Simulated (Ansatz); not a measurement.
BH3S2Si (`B1[SiH2]SS1`), 7 atoms. The species carries charge 0 and has multiplicity 1. All runs use 2 threads of an Arm Neoverse V1 on a shared host. Correlated methods freeze the cores.

Question: How many basis functions does each run have, and how long does it take in Ansatz? RKS revPBE-D4/def2-TZVPP energy; RKS PBE0-D4/def2-QZVPP energy; RKS PBE0-D4/def2-TZVP relaxation (5 steps); RKS B2PLYP (frozen core)/def2-TZVPP energy; RHF-CCSD(T)/def2-SVP energy; RKS ωB97M-V/def2-QZVPP energy; RKS ωB97M-V/def2-SVP energy; RKS BHLYP-D4/def2-TZVPP energy; RKS PBE0-D4/def2-TZVP frequencies; RHF-CCSD(T)/def2-TZVPP energy; RHF-MP2/def2-QZVPP energy; direct RPA on PBE orbitals/def2-TZVPP energy. (An estimate is asked.)

Answer: The calculation gave: Other jobs shared the machine, so times are rough.

| level | job | functions | wall time | peak host memory (GiB) |
| --- | --- | --- | --- | --- |
| RHF-CCSD(T)/def2-SVP | energy | 83 | 2.2 s | 0.21 |
| RKS revPBE-D4/def2-TZVPP | energy | 199 | 2.8 s | 0.25 |
| RKS BHLYP-D4/def2-TZVPP | energy | 199 | 4.1 s | 0.47 |
| direct RPA on PBE orbitals/def2-TZVPP | energy | 199 | 5.5 s | 0.37 |
| RKS ωB97M-V/def2-SVP | energy | 83 | 6.5 s | 0.23 |
| RKS B2PLYP (frozen core)/def2-TZVPP | energy | 199 | 7 s | 0.42 |
| RKS PBE0-D4/def2-QZVPP | energy | 357 | 11 s | 1.1 |
| RHF-MP2/def2-QZVPP | energy | 357 | 20 s | 1.5 |
| RKS PBE0-D4/def2-TZVP | relaxation (5 steps) | 160 | 25 s | 0.38 |
| RKS ωB97M-V/def2-QZVPP | energy | 357 | 26 s | 1.2 |
| RHF-CCSD(T)/def2-TZVPP | energy | 199 | 57 s | 2.1 |
| RKS PBE0-D4/def2-TZVP | frequencies | 160 | 110 s | 0.37 |
